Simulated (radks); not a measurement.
Values are calculated unless marked as measured or tabulated.
Task: Species: Sb3-. Configuration: [Xe]. Code: a radial shooting solver on a logarithmic mesh with Libxc functionals. Model: scalar-relativistic Kohn-Sham, r2SCAN, spin-polarised, spherical densities, finite nucleus; meta-GGA in the generalised Kohn-Sham scheme; Fermi nuclear charge, rms radius 4.6802 fm; Watson sphere of charge +3 and radius 2.46 bohr. Some entries of the table are withheld. Estimate them.

orbital,occ.,eigenvalue (Ry),r(max) (bohr),<r> (bohr)
1s,2,-2231.314,0.01835,0.02843
2s,2,-340.6644,0.1036,0.1226
2p,6,-305.5986,0.08307,0.1071
3s,2,-67.21859,0.2995,0.3298
3p,6,(1),0.2932,(2)
3d,10,-38.17645,0.2447,0.3055
4s,2,-11.19214,0.7238,0.7929
4p,6,-7.65719,0.7632,0.8547
4d,10,-2.52046,0.8480,1.044
5s,2,-1.15784,1.965,(3)
5p,6,-0.54732,2.349,2.726

Result: 
(1) 3p eigenvalue (Ry): -55.70807
(2) 3p <r> (bohr): 0.3283
(3) 5s <r> (bohr): 2.253
